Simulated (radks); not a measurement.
Values are calculated unless marked as measured or tabulated.
All-electron atom: neutral argon in [Ar] (the NIST ground configuration). Code: a radial shooting solver on a logarithmic mesh with Libxc functionals. Model: Dirac Kohn-Sham, XLYP, spin-unpolarised, spherical densities, point nucleus.

Unscreened Slater integrals over Kohn-Sham orbitals (eV). Large and small components are both included.

\begin{tabular}{lr}
integral & value \\ \hline
F0(3p3/2,3p3/2) & 14.823 \\
F2(3p3/2,3p3/2) & 7.2683 \\
F0(3p3/2,3p1/2) & 14.872 \\
G2(3p3/2,3p1/2) & 7.2920 \\
F0(3p3/2,3s1/2) & 16.020 \\
G1(3p3/2,3s1/2) & 10.402 \\
F0(3p3/2,2p3/2) & 20.590 \\
F2(3p3/2,2p3/2) & 3.3771 \\
G0(3p3/2,2p3/2) & 1.3147 \\
G2(3p3/2,2p3/2) & 1.3234 \\
F0(3p1/2,3p1/2) & 14.921 \\
F0(3p1/2,3s1/2) & 16.081 \\
G1(3p1/2,3s1/2) & 10.460 \\
F0(3p1/2,2p3/2) & 20.714 \\
G2(3p1/2,2p3/2) & 1.3305 \\
F0(3s1/2,3s1/2) & 17.508 \\
F0(3s1/2,2p3/2) & 23.461 \\
G1(3s1/2,2p3/2) & 1.7259 \\
F0(2p3/2,2p3/2) & 66.067 \\
F2(2p3/2,2p3/2) & 30.730 \\
\end{tabular}
